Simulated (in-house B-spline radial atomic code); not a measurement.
The numbers below are computed, except where a source is named.
# Ghost states of the separable form: B

B, [He] 2s2 2p1, non-relativistic LDA (VWN5), spherical and spin-unpolarised, from an all-electron radial atomic-structure program (B-spline basis) (atomic units; all potentials screened as in the neutral atom).

Troullier-Martins channels: 2s (ε = -0.3447, r_c = 1.793 bohr), 2p (ε = -0.1366, r_c = 2.63 bohr). In the Kleinman-Bylander form one channel serves as the local potential, and each other channel l becomes |δV u><u δV|/<u|δV|u>, with δV = V_l − V_local and u the pseudo-orbital. Its strength is E_KB = <u|δV²|u>/<u|δV|u>. By the analysis of Gonze, Stumpf and Scheffler a spurious state lies below the reference level ε if E_KB > 0 and ε is above the second level of the local potential alone, or if E_KB < 0 and ε is above its first. The table's levels are those of angular momentum l in a sphere of 9 bohr, whose wall can lift a shallow ε a little above its free-atom value.

| local | channel | <u δV u> | <u δV² u> | ε | first local level | second local level |
| --- | --- | --- | --- | --- | --- | --- |
| p | s | 0.30585 | 0.57476 | -0.3447 | -1.1110 | -0.0291 |
| s | p | -0.24815 | 0.43984 | -0.1363 | -0.0385 | 0.1616 |

Question: Apply the rule to each row.

Answer: Local p, channel s: E_KB = +1.88, so ε = -0.3447 is set against -0.0291: no ghost. Local s, channel p: E_KB = -1.77, so ε = -0.1363 is set against -0.0385: no ghost.

Diagonalising the separable Hamiltonian gives:

```json
{"local": "p", "channel": "s", "three lowest levels": "-0.3447, 0.0456, 0.3338", "all-electron, two lowest valence levels": "-0.3447, 0.0446"}
{"local": "s", "channel": "p", "three lowest levels": "-0.1363, 0.1002, 0.3885", "all-electron, two lowest valence levels": "-0.1363, 0.0998"}
```

Question: Which choices of local channel are safe?

Answer: All are free of ghosts. Among the safe choices the second level, which tests transfer, is off by at most 0.4 millihartree (s local), 1.0 millihartree (p local).
